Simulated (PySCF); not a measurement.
Si(H)2(F)2, SMILES F[SiH2]F (H2F2Si) (CAM-B3LYP/def2-SVP optimised geometry):

```
5

Si    -0.563    -0.444     0.000
F     -1.045     1.089     0.000
F      1.045    -0.444     0.000
H     -1.036    -1.089    -1.240
H     -1.037    -1.088     1.240
```

Calculation: CAM-B3LYP/def2-TZVP in PySCF.

**Question.** What are the frontier orbital energies and the dipole moment?

**Answer.** HOMO-2 -13.72 eV, HOMO-1 -13.43 eV, HOMO -11.43 eV, LUMO 1.15 eV, LUMO+1 1.46 eV; dipole moment 1.66 D.

On the same geometry PBE/def2-TZVP in PySCF 2.14.0 gives HOMO-2 -10.07 eV, HOMO-1 -10.06 eV, HOMO -8.42 eV, LUMO -0.68 eV, LUMO+1 -0.36 eV; dipole moment 1.48 D.

Meta-Löwdin charges at CAM-B3LYP/def2-TZVP: Si1 1.24, F2 -0.50, F3 -0.50, H4 -0.12, H5 -0.12.
